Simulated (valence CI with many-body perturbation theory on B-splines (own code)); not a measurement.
Results of a calculation; reference values are marked as such.
**Energy levels of W²⁴⁺**

Method: valence CI with perturbative core correlation (CI+MBPT): four valence electrons over a frozen Dirac-Fock core [Kr] 4d10, radial functions for each j: 7 s, 7 p, 7 d, 7 f, 4 g, 2 h, with the one-electron correlation potential Σ1, the two-electron term Σ2, the three-electron term Σ3, Breit, model QED; selected CI, second order for the rest (own B-spline code, finite nucleus).

No measured spectrum was set against this ion. As an estimate, terms of the open shell hold to a few per cent of their energy, and close levels can change places.

Levels 91 to 135 of 201, with energies above the lowest level, 4f⁴ ⁵I_4. "Leading %" is the weight of the configuration and term that name the level; weights of strongly mixed levels are sums over their largest components and can fall short. In the jj column 3d3/2^4 stands for four electrons in 3d with j = 3/2.

```
No.  Configuration  Term  J  E (cm⁻¹)  Leading %      g  Second component               Leading jj
 91            4f⁴    ³D  1    192220         90  0.599        9 % 4f⁴ ³P     4f5/2 4f7/2^3 (64 %)
 92            4f⁴    ³F  2    197440         31  1.072       26 % 4f⁴ ³P   4f5/2^2 4f7/2^2 (48 %)
 93            4f⁴    ¹H  5    201250         62  1.017       22 % 4f⁴ ³H     4f5/2 4f7/2^3 (51 %)
 94            4f⁴    ¹S  0    210070         71              28 % 4f⁴ ³P     4f5/2 4f7/2^3 (64 %)
 95            4f⁴    ³F  4    215780         84  1.210        7 % 4f⁴ ¹G   4f5/2^2 4f7/2^2 (47 %)
 96            4f⁴    ³H  6    217910         55  1.090       42 % 4f⁴ ¹I   4f5/2^2 4f7/2^2 (67 %)
 97            4f⁴    ³P  2    219540         86  1.434        7 % 4f⁴ ¹D   4f5/2^2 4f7/2^2 (48 %)
 98            4f⁴    ³F  3    220090         84  1.091        9 % 4f⁴ ³D     4f5/2 4f7/2^3 (92 %)
 99            4f⁴    ³F  2    220140         66  0.831       17 % 4f⁴ ³D           4f7/2^4 (46 %)
100            4f⁴    ³H  4    222200         88  0.827        8 % 4f⁴ ¹G   4f5/2^2 4f7/2^2 (54 %)
101            4f⁴    ¹I  6    231060         54  1.067       41 % 4f⁴ ³H     4f5/2 4f7/2^3 (80 %)
102            4f⁴    ³H  5    232470         71  1.022       28 % 4f⁴ ¹H     4f5/2 4f7/2^3 (95 %)
103            4f⁴    ³P  1    237810         97  1.470                       4f5/2 4f7/2^3 (88 %)
104            4f⁴    ³P  0    250490         84              15 % 4f⁴ ¹S           4f7/2^4 (64 %)
105            4f⁴    ¹G  4    258200         93  0.998                     4f5/2^2 4f7/2^2 (45 %)
106            4f⁴    ¹D  2    314000         98  0.998                     4f5/2^2 4f7/2^2 (61 %)
107            4f⁴    ¹S  0    365340         97                            4f5/2^2 4f7/2^2 (63 %)
108          4f³5s   ⁵I°  4    766990         85  0.628    14 % 4f³5s ³H°        4f5/2^3 5s (80 %)
109          4f³5s   ⁵I°  5    774290         62  0.906    21 % 4f³5s ³I°        4f5/2^3 5s (71 %)
110          4f³5s   ⁵I°  6    790500         84  1.067    11 % 4f³5s ³I°  4f5/2^2 4f7/2 5s (86 %)
111          4f³5s   ³I°  5    795180         57  0.874    31 % 4f³5s ⁵I°  4f5/2^2 4f7/2 5s (77 %)
112          4f³5s   ⁵F°  1    802660         72  0.173    23 % 4f³5s ³D°        4f5/2^3 5s (71 %)
113          4f³5s   ⁵I°  7    805180         89  1.165     5 % 4f³5s ³K°  4f5/2 4f7/2^2 5s (63 %)
114          4f³5s   ⁵F°  2    806580         55  1.076    19 % 4f³5s ³D°        4f5/2^3 5s (69 %)
115          4f³5s   ³H°  4    815610         40  0.934    24 % 4f³5s ³G°  4f5/2^2 4f7/2 5s (76 %)
116          4f³5s   ³I°  6    815760         76  1.011    11 % 4f³5s ⁵I°  4f5/2^2 4f7/2 5s (53 %)
117          4f³5s   ³G°  5    816080         34  1.133    20 % 4f³5s ³H°  4f5/2^2 4f7/2 5s (87 %)
118          4f³5s   ⁵F°  3    817530         80  1.218     8 % 4f³5s ³D°  4f5/2^2 4f7/2 5s (69 %)
119          4f³5s   ⁵I°  8    818340         84  1.226    15 % 4f³5s ³K°  4f5/2 4f7/2^2 5s (50 %)
120          4f³5s   ⁵G°  2    819040         30  1.080    26 % 4f³5s ⁵S°        4f5/2^3 5s (45 %)
121          4f³5s   ⁵G°  2    821670         50  0.977    29 % 4f³5s ⁵S°  4f5/2^2 4f7/2 5s (60 %)
122          4f³5s   ⁵G°  3    825230         66  0.899    23 % 4f³5s ³G°  4f5/2^2 4f7/2 5s (66 %)
123          4f³5s   ⁵F°  4    825370         58  1.196    15 % 4f³5s ¹G°  4f5/2^2 4f7/2 5s (72 %)
124          4f³5s   ³F°  2    828290         55  0.890    14 % 4f³5s ⁵S°  4f5/2^2 4f7/2 5s (83 %)
125          4f³5s   ³I°  7    832210         70  1.098    13 % 4f³5s ¹K°  4f5/2 4f7/2^2 5s (48 %)
126          4f³5s   ³S°  1    832300         43  1.363    17 % 4f³5s ³P°  4f5/2^2 4f7/2 5s (81 %)
127          4f³5s   ³G°  3    832840         51  0.901    31 % 4f³5s ³F°  4f5/2^2 4f7/2 5s (84 %)
128          4f³5s   ⁵G°  4    835190         65  1.142    11 % 4f³5s ⁵F°  4f5/2^2 4f7/2 5s (81 %)
129          4f³5s   ⁵F°  5    837790         57  1.255    27 % 4f³5s ³H°  4f5/2 4f7/2^2 5s (80 %)
130          4f³5s   ³H°  6    841280         57  1.171    26 % 4f³5s ⁵G°  4f5/2 4f7/2^2 5s (65 %)
131          4f³5s   ³G°  3    842710         51  0.911    22 % 4f³5s ³F°  4f5/2^2 4f7/2 5s (59 %)
132          4f³5s   ³K°  6    842930         76  0.909    15 % 4f³5s ³I°  4f5/2 4f7/2^2 5s (54 %)
133          4f³5s   ³K°  7    844580         60  1.027    26 % 4f³5s ¹K°  4f5/2^2 4f7/2 5s (60 %)
134          4f³5s   ³F°  4    847900         50  1.084    23 % 4f³5s ³H°  4f5/2 4f7/2^2 5s (75 %)
135          4f³5s   ¹H°  5    848280         52  1.055    14 % 4f³5s ⁵G°  4f5/2 4f7/2^2 5s (67 %)
```

Names give the largest LS component (configuration and term), which can be under half, so a name can repeat, a term be missing and a line seem to break the LS rules; names also repeat where a configuration has a term twice.

Where two levels of one J and parity lie close, their mixing, g and order are uncertain.
